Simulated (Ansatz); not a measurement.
Relaxation of H₄OSZn (7 atoms, charge 0, multiplicity 1), to a largest force component of 0.03 eV/Å in at most 50 steps.

Theory: RKS r2SCANh/def2-SVP (Ansatz 0.2.0).

```xyz
7
Properties=species:S:1:pos:R:3:forces:R:3
Zn -0.114 1.059 -0.494 0.04 -0.10 0.26
S 0.741 -1.850 1.386 -0.03 0.13 -0.04
O -0.379 0.751 -2.207 0.00 0.02 -0.03
H 0.470 -0.530 1.558 0.05 -0.23 0.04
H 0.051 1.268 1.008 -0.06 0.17 -0.18
H -0.552 -2.190 1.547 0.00 0.01 0.00
H -0.217 1.492 -2.798 -0.01 0.00 -0.05
```

Question: Where does it end, and by what steps?

Answer: The run converged. After 21 steps the energy has fallen by 0.480 eV; H6 moved furthest, 2.12 Å. Joined: Zn1–S2.

| step | energy less start (eV) | largest force component (eV/Å) | accepted |
| --- | --- | --- | --- |
| 0 | 0.0000 | 0.261 | yes |
| 1 | -0.0232 | 0.341 | yes |
| 2 | -0.0363 | 0.668 | yes |
| 3 | -0.0568 | 1.042 | yes |
| 4 | -0.1068 | 0.828 | yes |
| 5 | -0.1656 | 0.731 | yes |
| 6 | -0.2335 | 0.167 | yes |
| 7 | -0.2558 | 0.250 | yes |
| 8 | -0.2623 | 0.753 | yes |
| 9 | -0.2976 | 0.446 | yes |
| 10 | -0.3263 | 0.270 | yes |
| 11 | -0.3476 | 0.714 | yes |
| 12 | -0.3871 | 0.299 | yes |
| 13 | -0.4096 | 0.370 | yes |
| 14 | -0.4329 | 0.545 | yes |
| 15 | -0.4580 | 0.255 | yes |
| 16 | -0.4701 | 0.157 | yes |
| 17 | -0.4747 | 0.263 | yes |
| 18 | -0.4762 | 0.293 | yes |
| 19 | -0.4758 | 0.089 | no |
| 20 | -0.4797 | 0.044 | yes |
| 21 | -0.4801 | 0.022 | yes |

```xyz
7
Properties=species:S:1:pos:R:3
Zn 0.131 1.179 -0.005
S 0.845 -1.230 1.045
O -0.423 -0.003 -1.264
H -0.332 -1.376 1.688
H 0.409 2.441 0.797
H 0.244 -1.287 -0.196
H -0.874 0.276 -2.065
```

Time of the run: 43 s on 2 threads of Intel(R) Xeon(R) Platinum 8488C (Sapphire Rapids), on a shared host, peak memory 0.21 GiB.
